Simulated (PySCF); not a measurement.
Species, as SMILES: N#P (N-P).
Geometry (B3LYP-D3(BJ)/def2-TZVP, fixed):
```xyz
2

N      0.0000     0.0000    -1.0110
P      0.0000     0.0000     0.4718
```

Basis-set convergence of the lowest singlet excitation energy at CAM-B3LYP with PySCF. Tamm-Dancoff approximation; the state is taken by its order, and sets in which it differs in degeneracy or brightness are left out, yet its character can still change. All functions are spherical. Density fitting with generated auxiliary sets. No added dispersion term, no relativity. Reference: the value in aug-pcseg-3, 4.651 eV, itself unsure by roughly 0.011 eV (its mean distance from aug-cc-pV(Q+d)Z, aug-pcseg-2, aug-cc-pV(T+d)Z). Deviations are taken from unrounded values. Cost is core time over that of aug-pcseg-1, rough, on shared machines of one kind; a dash marks a row that isn't timed (too short, read off another run, short of memory, by another algorithm or on other hardware).

```json
[
 {"basis": "STO-3G", "functions": "14", "lowest singlet excitation energy (eV)": "5.779", "minus reference (eV)": "1.128", "cost": "-"},
 {"basis": "3-21G", "functions": "22", "lowest singlet excitation energy (eV)": "5.206", "minus reference (eV)": "0.555", "cost": "-"},
 {"basis": "6-31G", "functions": "22", "lowest singlet excitation energy (eV)": "5.092", "minus reference (eV)": "0.441", "cost": "-"},
 {"basis": "pcseg-0", "functions": "22", "lowest singlet excitation energy (eV)": "5.166", "minus reference (eV)": "0.515", "cost": "-"},
 {"basis": "6-31G**", "functions": "32", "lowest singlet excitation energy (eV)": "4.820", "minus reference (eV)": "0.169", "cost": "-"},
 {"basis": "cc-pV(D+d)Z", "functions": "37", "lowest singlet excitation energy (eV)": "4.802", "minus reference (eV)": "0.152", "cost": "0.6×"},
 {"basis": "6-31+G*", "functions": "40", "lowest singlet excitation energy (eV)": "4.763", "minus reference (eV)": "0.112", "cost": "-"},
 {"basis": "def2-SVPD", "functions": "44", "lowest singlet excitation energy (eV)": "4.768", "minus reference (eV)": "0.117", "cost": "0.8×"},
 {"basis": "aug-pcseg-1", "functions": "50", "lowest singlet excitation energy (eV)": "4.751", "minus reference (eV)": "0.100", "cost": "1×"},
 {"basis": "6-311+G**", "functions": "52", "lowest singlet excitation energy (eV)": "4.771", "minus reference (eV)": "0.120", "cost": "1×"},
 {"basis": "aug-cc-pV(D+d)Z", "functions": "55", "lowest singlet excitation energy (eV)": "4.710", "minus reference (eV)": "0.060", "cost": "1×"},
 {"basis": "def2-TZVP", "functions": "68", "lowest singlet excitation energy (eV)": "4.679", "minus reference (eV)": "0.028", "cost": "1×"},
 {"basis": "def2-TZVPD", "functions": "80", "lowest singlet excitation energy (eV)": "4.662", "minus reference (eV)": "0.012", "cost": "3×"},
 {"basis": "jun-cc-pV(T+d)Z", "functions": "87", "lowest singlet excitation energy (eV)": "4.660", "minus reference (eV)": "0.009", "cost": "3×"},
 {"basis": "aug-pcseg-2", "functions": "96", "lowest singlet excitation energy (eV)": "4.669", "minus reference (eV)": "0.019", "cost": "4×"},
 {"basis": "cc-pV(Q+d)Z", "functions": "119", "lowest singlet excitation energy (eV)": "4.671", "minus reference (eV)": "0.020", "cost": "6×"},
 {"basis": "def2-QZVPPD", "functions": "139", "lowest singlet excitation energy (eV)": "4.655", "minus reference (eV)": "0.005", "cost": "10×"},
 {"basis": "cc-pV(5+d)Z", "functions": "191", "lowest singlet excitation energy (eV)": "4.657", "minus reference (eV)": "0.006", "cost": "20×"}
]
```
